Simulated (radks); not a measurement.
Values are calculated unless marked as measured or tabulated.
Trend from Zr to Cd: ionisation energy by Delta-SCF between NIST ground configurations, and size. Level of theory: scalar-relativistic Kohn-Sham, PBE, spin-polarised, spherical densities, finite nucleus; open shells are filled with parallel spins first (spin-orbit coupling, left out, can overturn this in heavy ions); Fermi nuclear charge, rms radius of each element as measured or else 0.836 A^(1/3) + 0.57 fm (a radial shooting solver on a logarithmic mesh with Libxc functionals).

species  configuration  IE (eV)  NIST (eV)  kind  -e(HOMO) (eV)
Zr        [Kr] 4d2 5s2    6.438      6.634  exp.     4.047 (5s)
Nb        [Kr] 4d4 5s1    7.163      6.759  exp.     3.713 (4d)
Mo        [Kr] 4d5 5s1    7.457      7.092  exp.     4.571 (4d)
Tc        [Kr] 4d5 5s2    6.866      7.119  exp.     4.242 (5s)
Ru        [Kr] 4d7 5s1    7.778      7.361  exp.     3.839 (4d)
Rh        [Kr] 4d8 5s1    7.852      7.459  exp.     4.762 (5s)
Pd           [Kr] 4d10    8.949      8.337  exp.     4.048 (4d)
Ag       [Kr] 4d10 5s1    7.946      7.576  exp.     4.734 (5s)
Cd       [Kr] 4d10 5s2    9.045      8.994  exp.     5.659 (5s)

Reference values: NIST Atomic Spectra Database (exp. = measured, semi-emp. = semi-empirical, theory = theoretical value adopted there). Open shells are spherical and high-spin; term and fine-structure splittings are not resolved.
